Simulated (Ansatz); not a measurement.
Compare A (`BCBC`) with its isomer B (`BCCB`).

Gas-phase electronic energies from Ansatz, PBE0-D4/def2-TZVP geometries. CCSD(T)/CBS adds triple-zeta CCSD(T) − MP2 to the extrapolated MP2 energy (def2 sets, frozen cores). DFT in def2-TZVPP. B3LYP here is the variant with VWN-RPA as its local correlation; programs differ in this. One conformer a species, not always the lowest.

Problem. Which isomer does CCSD(T)/CBS put lower? Give the gap. (Best estimate.)

Solution. The calculation gave: A, by 15.5 kcal/mol.

Problem. Give E(B) − E(A) in kcal/mol with MP2/def2-TZVPP, LDA (SPW92), ωB97M-V, r2SCAN-D4, PBE0-D4, B2PLYP, B3LYP-D4. (Estimate.)

Solution. Computed: MP2/def2-TZVPP 13.3, LDA (SPW92) 7.8, ωB97M-V 15.5, r2SCAN-D4 15.1, PBE0-D4 14.0, B2PLYP 17.4, B3LYP-D4 18.5. None reverses the order clearly.

Problem. Does the order hold for the free energy at 298.15 K (harmonic terms from PBE0-D4)? (Best estimate.)

Solution. Computed: Yes: G(B) − G(A) = +18.5 kcal/mol, for one conformer each.

Largest T1 diagnostic: 0.011.

The D4 term adds −0.7 kcal/mol with B3LYP and −0.3 kcal/mol with PBE0; it sums over pairs of atoms, weighted by their polarisabilities, and B3LYP, whose exchange is more repulsive, gets the larger term. From BLYP to BHLYP (50 % exact exchange), in def2-TZVPP and without D4, E(B) − E(A) moves by +1.3 kcal/mol.
